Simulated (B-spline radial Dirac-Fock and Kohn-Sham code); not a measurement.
## Dipole and non-dipole photoemission parameters of I⁶⁺ 4s

System: the I⁶⁺ ion, configuration 1s2 2s2 2p6 3s2 3p6 3d10 4s2 4p6 4d10 5s1; threshold 268.6 eV (orbital energy of the model). Model: Dirac-Hartree-Slater photoionisation with a Latter tail; cross sections with all multipoles, angular parameters from the dipole term and its interference with E2. Program: a B-spline atomic structure program.

Input file task.json (cfg lists n, l and occupation; rrms is the nuclear radius in fm):

```json
{"items": [{
  "Z": 53,
  "q": 6,
  "cfg": [[1, 0, 2], [2, 0, 2], [2, 1, 6], [3, 0, 2], [3, 1, 6], [3, 2, 10], [4, 0, 2], [4, 1, 6], [4, 2, 10], [5, 0, 1]],
  "A": 127,
  "rrms": 4.75,
  "do": "xps",
  "hv": [53.7, 100, 110.0, 159.0, 161.0, 200.0, 222.0, 226.0, 300, 400, 532.0, 600, 611.0, 863.0, 897.0, 906.0, 1000, 1486.9, 1540.0, 1590.0, 2450.0, 2690.0, 4070.0, 4100.0, 6000, 6160.0, 8047.8, 11900.0, 12400.0]
}]}
```

Command: `python xray2_run.py task.json out`

For linearly polarised light dσ/dΩ = σ/(4π) [1 + β P₂(cos θ) + (δ + γ cos²θ) sin θ cos φ], with θ from the polarisation vector and φ the angle between the beam and the projection of the electron momentum on the plane normal to the polarisation.

| hν (eV) | σ (kb) | β | γ |
| --- | --- | --- | --- |
| 300 | 125 | 1.961 | 0.374 |
| 400 | 92.6 | 1.971 | 0.399 |
| 532 | 65.0 | 1.977 | 0.383 |
| 600 | 54.9 | 1.979 | 0.365 |
| 611 | 53.5 | 1.979 | 0.362 |
| 863 | 32.2 | 1.983 | 0.283 |
| 897 | 30.4 | 1.983 | 0.273 |
| 906 | 29.9 | 1.983 | 0.270 |
| 1000 | 25.6 | 1.984 | 0.240 |
| 1486.9 | 13.1 | 1.986 | 0.105 |
| 1540 | 12.4 | 1.987 | 0.092 |
| 1590 | ? | ? | ? |
| 2450 | 5.44 | 1.988 | -0.052 |
| 2690 | 4.59 | 1.989 | -0.073 |
| 4070 | 2.11 | 1.990 | -0.105 |
| 4100 | 2.08 | 1.990 | -0.104 |
| 6000 | 0.987 | 1.990 | -0.005 |
| 6160 | 0.936 | 1.990 | 0.008 |
| 8047.8 | 0.543 | 1.990 | 0.180 |
| 11900 | 0.237 | 1.990 | 0.584 |
| 12400 | 0.217 | 1.990 | 0.638 |

Question: Give the values at 1590 eV.

Answer: σ = 11.7 kb, β = 1.987, γ = 0.081. For an s subshell δ is negligible.

Values without a named source are computed, but for edge energies of neutral atoms, which are taken from tables.
